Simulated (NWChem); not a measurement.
## Atomisation of F₃Si

SMILES: F[Si](F)F
```xyz
4

F      0.7520    -0.2002     1.3032
Si     0.0008     0.3829     0.0000
F      0.7520    -0.2002    -1.3032
F     -1.5053    -0.1953     0.0000
```
Charge 0, spin multiplicity 2.

Program: NWChem. The geometry was optimised at UB3LYP/def2-SVP, a minimum by its harmonic frequencies.

Basis set: def2-TZVP. The atomisation energy is electronic alone: no zero-point, thermal, spin-orbit or counterpoise terms. No value is extrapolated to the basis-set limit. Free atoms are single determinants with multiplicities F 2, Si 3.

B3LYP has NWChem's definition, with VWN1-RPA local correlation. The structure started from a generated list of species. The unpaired electrons of the parent sit in orbitals of symmetry a' (Cs labels of the run); other states weren't searched. The stability of the SCF solutions was not checked.

Task: For the atomisation energy, PBE0 gives 393.6 kcal/mol and B3LYP gives 394.9 kcal/mol. What do BHandHLYP, BP86, PBE give?

Result: BHandHLYP: 375.2 kcal/mol; BP86: 408.3 kcal/mol; PBE: 410.1 kcal/mol.
